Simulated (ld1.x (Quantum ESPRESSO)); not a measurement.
**Rh, RRKJ: configuration errors across variants**

- Element: Rh
- Generator: ld1.x (Quantum ESPRESSO) 7.5
- Type: norm-conserving RRKJ (Kleinman–Bylander form)
- Functional: PBE
- Relativity: scalar-relativistic
- Frozen core: [Ar] 3d10
- Valence charge: 17
- Reference configuration: 4s2 4p6 4d7 5s0 5p0 (charge +2)
- Partial waves: 4p (bound): rc 1.45 bohr; 4d (bound): rc 1.30 bohr; 4s (bound): rc 1.40 bohr
- Local potential: the s channel
- Core correction: none
- rho0: 0.02

All-electron excitation energies from the reference (eV): (1) 4s2 4p6 4d8 5s1 5p0 -26.971; (2) 4s2 4p6 4d8 5s0 5p0 -19.511; (3) 4s2 4p6 4d6 5s0 5p0 32.505; (4) 4s2 4p5 4d8 5s1 5p0 29.663; (5) 4s2 4p6 4d8 5s0 5p1 -23.368; (6) 4s2 4p6 4d7 5s1 5p1 -20.352; (7) 4s2 4p6 4d8.5 5s0.5 5p0 -27.602.

Errors AE − PS in meV (a dash: test not solved or not reliable):

```csv
change,(1),(2),(3),(4),(5),(6),(7),bound ghosts
base,+634,+11,+16,+1032,+102,+981,+298,none
wave 4d (bound): rc 1.30 bohr becomes 4d (bound): rc 1.04 bohr,+634,+11,+17,+1037,+102,+981,+299,none
wave 4d (bound): rc 1.30 bohr becomes 4d (bound): rc 1.18 bohr,+634,+11,+16,+1034,+102,+981,+299,none
wave 4d (bound): rc 1.30 bohr becomes 4d (bound): rc 1.42 bohr,+633,+11,+16,+1030,+102,+981,+298,none
wave 4d (bound): rc 1.30 bohr becomes 4d (bound): rc 1.62 bohr,+632,+9.9,+16,+1022,+101,+981,+296,none
wave 4d (bound): rc 1.30 bohr becomes 4d (bound): rc 1.78 bohr,+630,+9.1,+16,+1013,+100,+980,+294,none
wave 4d (bound): rc 1.30 bohr becomes 4d (bound): rc 1.92 bohr,+627,+8.2,+17,+995,+98,+980,+290,none
```

Task: Give the same row for: wave 4d (bound): rc 1.30 bohr becomes 4d (bound): rc 0.86 bohr.

Result: +635, +12, +18, +1041, +103, +980, +301; bound ghosts: none.
